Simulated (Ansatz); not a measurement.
Geometry optimisation, Ansatz, RKS B3LYP-D4/def2-SVP.

Input:

```yaml
crystal:
  periodic: [false, false, false]
  atoms:
    - { symbol: Ge, position_ang: [0.207505, 0.0, -0.071693] }
    - { symbol: F, position_ang: [0.247589, 0.0, 1.646159] }
    - { symbol: H, position_ang: [1.696449, 0.0, -0.493764] }
    - { symbol: H, position_ang: [-0.508889, 1.279511, -0.541599] }
    - { symbol: H, position_ang: [-0.508889, -1.279511, -0.541599] }
    - { symbol: H, position_ang: [-2.32596, 0.0, 1.0178] }
    - { symbol: H, position_ang: [-1.877605, 0.0, 1.578096] }
basis:
  gaussian: { orbitals: def2-SVP }
hamiltonian:
  xc: b3lyp
  dispersion: d4
relax:
  f_tol: 0.03
  max_steps: 50
```

Command:

```bash
$ ansatz run input.yaml --threads 2 --pin off --max-ram 3072MiB --backend cpu --events-out ev --progress --plain --runs-dir out
```

Q: Where does it end, and by what steps?

A: It converged. The force dipped under the threshold on the way, but the program's further checks kept it going. After 18 steps the energy has fallen by 0.167 eV; H6 moved furthest, 1.35 Å.

| step | energy less start (eV) | largest force component (eV/Å) | accepted |
| --- | --- | --- | --- |
| 0 | 0.0000 | 1.335 | yes |
| 1 | -0.1161 | 0.578 | yes |
| 2 | -0.1458 | 0.141 | yes |
| 3 | -0.1508 | 0.228 | yes |
| 4 | -0.1550 | 0.104 | yes |
| 5 | -0.1581 | 0.134 | yes |
| 6 | -0.1578 | 0.450 | no |
| 7 | -0.1597 | 0.118 | yes |
| 8 | -0.1618 | 0.017 | yes |
| 9 | -0.1622 | 0.278 | yes |
| 10 | -0.1636 | 0.106 | yes |
| 11 | -0.1643 | 0.004 | yes |
| 12 | -0.1657 | 0.034 | yes |
| 13 | -0.1638 | 0.369 | no |
| 14 | -0.1664 | 0.077 | yes |
| 15 | -0.1664 | 0.136 | yes |
| 16 | -0.1668 | 0.065 | yes |
| 17 | -0.1669 | 0.003 | yes |
| 18 | -0.1670 | 0.016 | yes |

```xyz
7
Properties=species:S:1:pos:R:3
Ge 0.510 0.000 -0.383
F -0.127 0.000 1.254
H 2.042 0.000 -0.245
H -0.015 1.280 -1.057
H -0.015 -1.280 -1.057
H -3.105 0.000 2.116
H -2.359 0.000 1.966
```

Run time: 42 s on 2 threads of Intel(R) Xeon(R) Platinum 8259CL CPU @ 2.50GHz (Skylake/Cascade Lake) (shared host), peak memory 0.15 GiB.
